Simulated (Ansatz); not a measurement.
`CC(N)S` + `O[SiH2][SeH]` → `CO[SiH2][SeH]` + `NCS`  (substitution at a C–C bond)

Isolated molecules relaxed with PBE0-D4/def2-TZVP in Ansatz; ΔE leaves out vibrations. CCSD(T)/CBS is the MP2 limit (def2-TZVPP, def2-QZVPP) plus CCSD(T) − MP2 in def2-TZVPP, frozen cores. Functionals use def2-TZVPP. For Se outer-core shells are correlated without core-valence functions, which leaves a few kJ/mol of doubt a bond. Scalar relativity is left out up to krypton. One conformer a species, not always the lowest.

| level | ΔE (kJ/mol) | difference from CCSD(T)/CBS |
| --- | --- | --- |
| revPBE-D4 | 68.8 | -4.4 |
| BLYP-D4 | 62.5 | -10.7 |
| B97M-V | 68.1 | -5.1 |
| r2SCANh-D4 | 70.5 | -2.7 |
| ωB97M-V | 69.6 | -3.6 |
| B2PLYP | 66.2 | -7.0 |
| BHLYP | 61.5 | -11.7 |
| CCSD(T)/def2-TZVPP | 71.0 | -2.2 |
| MP2/def2-QZVPP | 78.6 | 5.4 |
| CCSD/CBS(def2) | 71.1 | -2.1 |
| CCSD(T)/CBS | 73.2 | 0 |

Largest T1 diagnostic among the species: 0.010.

At CCSD(T), def2-SVP lies −7.5 kJ/mol from the extrapolated value and def2-TZVPP −2.2 kJ/mol. In def2-TZVPP, CCSD(T) changes the Hartree–Fock value by +15.5 kJ/mol (the triples alone add +2.1 kJ/mol) and MP2 by +22.1 kJ/mol.
